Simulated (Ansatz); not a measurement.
A nudged elastic band was laid between two geometries of ClFHInS (5 atoms, charge 0, multiplicity 1).

The calculation used Ansatz 0.2.0, RKS B3LYP-D4/def2-SVP.

```json
{
 "movable images": "7",
 "climbing image": "yes",
 "spring": "5.0 eV/Å²",
 "optimiser": "quadratic models (default)",
 "start path": "through a guess of the saddle point",
 "force threshold": "0.05 eV/Å",
 "iteration limit": "49",
 "end points": "relaxed"
}
```

Initial state:

```xyz
5
Properties=species:S:1:pos:R:3
F -1.576 -0.465 1.870
In -0.298 -0.326 0.395
S 0.201 1.811 -0.561
Cl 0.646 -2.356 -0.307
H 1.076 1.262 -1.439
```

Final state:

```xyz
5
Properties=species:S:1:pos:R:3
F -1.348 -0.118 1.551
In -0.045 -0.545 0.151
S 0.841 1.241 -1.174
Cl 0.503 -2.810 -0.066
H 0.100 2.158 -0.503
```

**Question.** Which bonds break or form, and what moves?

**Answer.** No bond is made or broken. The dihedral Cl4–In2–S3–H5 goes from 0 to 180°.

**Question.** Give the energies along the band, and the barrier.

**Answer.** The forces met the threshold. The highest image is number 4 of 0 to 8, 0.150 eV above the first end and 0.152 eV above the last; the last end lies 0.003 eV below the first. A vibrational analysis at the climbing image gives one clearly imaginary mode, 213i cm⁻¹: a first-order saddle point.

| image | path coordinate (Å) | energy (eV) | dihedral Cl4–In2–S3–H5 (°) |
| --- | --- | --- | --- |
| 0 | 0.00 | 0.000 | 0 |
| 1 | 0.36 | 0.023 | 23 |
| 2 | 0.72 | 0.077 | 46 |
| 3 | 1.08 | 0.129 | 68 |
| 4 | 1.45 | 0.150 | 90 |
| 5 | 1.82 | 0.128 | 112 |
| 6 | 2.19 | 0.076 | 135 |
| 7 | 2.57 | 0.021 | 157 |
| 8 | 2.94 | -0.003 | 180 |

**Question.** What is the geometry of the highest image?

**Answer.** 
```xyz
5
Properties=species:S:1:pos:R:3
F -1.592 -0.237 1.630
In -0.087 -0.400 0.386
S 1.080 1.553 -0.420
Cl 0.404 -2.630 -0.152
H 0.245 1.640 -1.485
```

**Question.** What are the harmonic wavenumbers there?

**Answer.** 213i, 86, 105, 129, 328, 382, 609, 679, 2653 cm⁻¹.

The band took 13 iterations and roughly 5 core-minutes.

Time of the run: 4.9 min on 1 thread of Intel(R) Xeon(R) 6975P-C (Granite Rapids) (shared host), peak memory 0.2 GiB.
